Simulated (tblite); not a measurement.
C4H6ClGe (doublet state).
SMILES with atom numbers: `[Cl:1][CH2:2][C@@H:3]1[CH:4]=[C:5][GeH2:6]1` (hydrogens: H7, H8 on C2; H9 on C3; H10 on C4; H11, H12 on Ge6)
Bond orders are those of one Lewis drawing.

Computed with GFN2-xTB (tblite), gas phase: L-BFGS steps from a force-field or distance-geometry start until the largest atomic force falls under 0.01 eV/Å.

Step 17: E = -487.9328 eV
```
atom  x, y, z in Å  |  force x, y, z in eV/Å
Cl1    -1.7225   -1.9038    0.6966    0.019  -0.038  -0.025
C2     -1.3730   -0.4028   -0.1968   -0.067   0.016  -0.001
C3     -0.1968    0.2791    0.4467    0.098   0.030  -0.059
C4      0.2502    1.5431   -0.2636   -0.030   0.001   0.063
C5      1.4930    1.2984   -0.6419   -0.005   0.014  -0.035
Ge6     1.6080   -0.5592    0.0282    0.043  -0.095  -0.001
H7     -1.1530   -0.6932   -1.2248   -0.003   0.039  -0.030
H8     -2.2749    0.2119   -0.1744   -0.032  -0.001   0.029
H9     -0.3756    0.4703    1.5033   -0.034   0.026   0.062
H10    -0.3539    2.4301   -0.3700    0.035  -0.068  -0.033
H11     2.5319   -0.9849    1.1496   -0.010   0.046   0.007
H12     1.5679   -1.6898   -0.9789   -0.015   0.030   0.023
```

Step 18: E = -487.9342 eV
```
atom  x, y, z in Å  |  force x, y, z in eV/Å
Cl1    -1.7156   -1.9085    0.6875    0.007  -0.038  -0.020
C2     -1.3736   -0.4014   -0.1970   -0.060   0.034   0.003
C3     -0.1976    0.2792    0.4480    0.133   0.024  -0.058
C4      0.2517    1.5424   -0.2614   -0.055  -0.005   0.021
C5      1.4938    1.2974   -0.6414   -0.009   0.009  -0.031
Ge6     1.6077   -0.5602    0.0292    0.049  -0.117   0.001
H7     -1.1600   -0.6848   -1.2282    0.013   0.044  -0.027
H8     -2.2723    0.2167   -0.1655   -0.065  -0.019   0.026
H9     -0.3793    0.4724    1.5039   -0.026   0.012   0.058
H10    -0.3576    2.4245   -0.3766    0.047  -0.048  -0.017
H11     2.5360   -0.9815    1.1500   -0.017   0.046   0.003
H12     1.5680   -1.6969   -0.9747   -0.016   0.058   0.041
```

Step 19: E = -487.9356 eV
```
atom  x, y, z in Å  |  force x, y, z in eV/Å
Cl1    -1.7078   -1.9144    0.6768   -0.003  -0.026  -0.022
C2     -1.3746   -0.3990   -0.1971   -0.029   0.044   0.007
C3     -0.1968    0.2795    0.4492    0.108  -0.004  -0.028
C4      0.2530    1.5413   -0.2590   -0.049  -0.017  -0.031
C5      1.4946    1.2966   -0.6412   -0.010  -0.015  -0.022
Ge6     1.6084   -0.5630    0.0304    0.037  -0.086   0.004
H7     -1.1681   -0.6744   -1.2324    0.024   0.053  -0.010
H8     -2.2709    0.2215   -0.1551   -0.085  -0.039   0.026
H9     -0.3838    0.4748    1.5053   -0.004  -0.007   0.025
H10    -0.3613    2.4176   -0.3843    0.046  -0.011   0.001
H11     2.5406   -0.9772    1.1506   -0.019   0.039   0.006
H12     1.5679   -1.7041   -0.9691   -0.016   0.068   0.045
```

Step 20: E = -487.9367 eV
```
atom  x, y, z in Å  |  force x, y, z in eV/Å
Cl1    -1.7020   -1.9192    0.6681   -0.006  -0.007  -0.028
C2     -1.3756   -0.3964   -0.1971    0.005   0.037   0.011
C3     -0.1947    0.2796    0.4500    0.038  -0.031   0.008
C4      0.2536    1.5402   -0.2579   -0.018  -0.031  -0.066
C5      1.4949    1.2958   -0.6416   -0.007  -0.042  -0.015
Ge6     1.6098   -0.5662    0.0314    0.015  -0.020   0.009
H7     -1.1740   -0.6654   -1.2357    0.026   0.061   0.010
H8     -2.2717    0.2242   -0.1468   -0.080  -0.051   0.028
H9     -0.3871    0.4765    1.5065    0.023  -0.023  -0.015
H10    -0.3633    2.4124   -0.3901    0.034   0.022   0.012
H11     2.5439   -0.9735    1.1512   -0.014   0.030   0.015
H12     1.5676   -1.7086   -0.9640   -0.016   0.055   0.032
```

Task: Estimate the geometry and energy of step 21. (The exact step hangs on the optimiser's Hessian estimate; all steps are aligned on step 20, rigid shifts and turns removed.)

Result: E = -487.9376 eV, largest force 0.088 eV/Å
```
atom  x, y, z in Å  |  force x, y, z in eV/Å
Cl1    -1.6981   -1.9228    0.6612   -0.005   0.007  -0.035
C2     -1.3764   -0.3938   -0.1969    0.024   0.016   0.013
C3     -0.1923    0.2791    0.4506   -0.037  -0.041   0.030
C4      0.2538    1.5387   -0.2583    0.015  -0.040  -0.077
C5      1.4950    1.2945   -0.6424   -0.002  -0.060  -0.014
Ge6     1.6114   -0.5690    0.0322   -0.008   0.044   0.016
H7     -1.1779   -0.6575   -1.2378    0.024   0.066   0.024
H8     -2.2742    0.2248   -0.1403   -0.057  -0.056   0.030
H9     -0.3890    0.4772    1.5073    0.046  -0.030  -0.041
H10    -0.3641    2.4089   -0.3941    0.022   0.042   0.017
H11     2.5460   -0.9702    1.1520   -0.008   0.022   0.024
H12     1.5670   -1.7108   -0.9596   -0.015   0.030   0.012
```

The energy changes by -0.0009 eV. The first-order estimate −F·Δx gives -0.0012 eV and the mean of the old and new forces, exact on a quadratic surface, -0.0009 eV. The step makes an angle of 69° with the force vector and moves no atom by more than 0.009 Å.

What follows is the cost of the whole relaxation. On an Arm Neoverse V2 with one thread, on a shared host, this took 0.27 s wall.
